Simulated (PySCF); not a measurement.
Orbital gap (eV) of eight silicon and germanium compounds: PBE beside PBE0, computed with PySCF for isolated molecules in the bases named; differences from unrounded values. The eight are the first of their class met in an unordered collection, after screening for sound electronic states; none was chosen by its value. Each molecule has one DFT geometry for both levels.

```tsv
molecule	basis	PBE0	PBE	difference
C3H10FNSi, SMILES CN(C)C[SiH2]F	def2-TZVP	6.69	4.46	-2.23
CH4O4Si, SMILES OC([SiH](O)O)=O	def2-TZVP	7.16	4.58	-2.58
C2H8O2Si2, SMILES C=C[Si@H](O)[SiH2]O	def2-TZVP	6.47	4.39	-2.07
C₃H₅ClSi, SMILES C=C=C[SiH2]Cl	def2-TZVP	7.01	4.91	-2.11
Si(Br)2(OH)2 (Br2H2O2Si), SMILES O[Si](O)(Br)Br	def2-TZVP	8.18	5.92	-2.26
H8N2Si2, SMILES N[SiH2][SiH2]N	def2-TZVP	6.93	4.73	-2.20
C3H9NSi2, SMILES C1(C)=C[SiH2]N[SiH2]1	def2-TZVP	6.79	4.48	-2.32
FGeH5N2O, SMILES [F][Ge]([OH])([NH2])[NH2]	def2-TZVP	8.06	5.56	-2.49
```

PBE lies below PBE0 in 8 and above it in 0 of the eight; the mean signed difference is -2.28 and the largest -2.58 eV.
